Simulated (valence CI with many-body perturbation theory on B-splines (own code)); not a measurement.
# Pt27+: key properties

Level of theory: configuration interaction combined with many-body perturbation theory (CI+MBPT): five valence electrons over a frozen Dirac-Fock core [Kr] 4d10, radial functions for each j: 7 s, 7 p, 7 d, 7 f, 4 g, 2 h, with the one-electron correlation potential Σ1 (screened to all orders), the two-electron term Σ2, the three-electron term Σ3, Breit, model QED; selected single and double excitations, second order for the rest, scaled by the run's own slope (own B-spline code, finite nucleus).

No measured spectrum was set against this ion. As an estimate, large intervals hold to a few tenths of a per cent, small ones and those within an open d or f shell to about a per cent. Among the levels kept, up to 990 cm⁻¹ of a level comes from second order outside the variational space, and about a tenth of that is noise between levels of different J, which matters for small intervals. Only levels of the ground parity were solved; by the run's estimate the other parity begins above the list, which can be wrong where configurations are misplaced.

Names give the largest LS component (configuration and term), which can be under half, so a name can repeat, a term be missing and a line seem to break the LS rules; names also repeat where a configuration has a term twice.

Rates and lifetimes use the calculated energies. Strong lines usually hold to 10 to 20 %, long lifetimes can be off by a factor of two.

Q: What is the ground level?

A: 4f5 6H°_5/2, composition 57 % 4f5 6H° + 30 % 4f5 4G° + 6 % 4f5 2F°, g = 0.467.

Q: Name the longest-lived excited levels whose lifetime is computed, and their main decay.

A: 4f5 4I°_15/2 at 51264 cm⁻¹ lives 13.1 s, mostly by M1 to 4f5 6H°_13/2.

Q: How well does LS coupling describe the low levels?

A: Among the lowest 20 levels the leading LS term, summed over configurations, holds 56 % on average. For single configurations the figures are 56 % in LS and 56 % in jj coupling. Terms mix most in the J = 15/2 level at 51264 cm⁻¹, where the leading one holds 25 %.

Q: What is the ionisation energy?

A: 908.05 eV; NIST lists 930 ± 50 eV (theoretical).
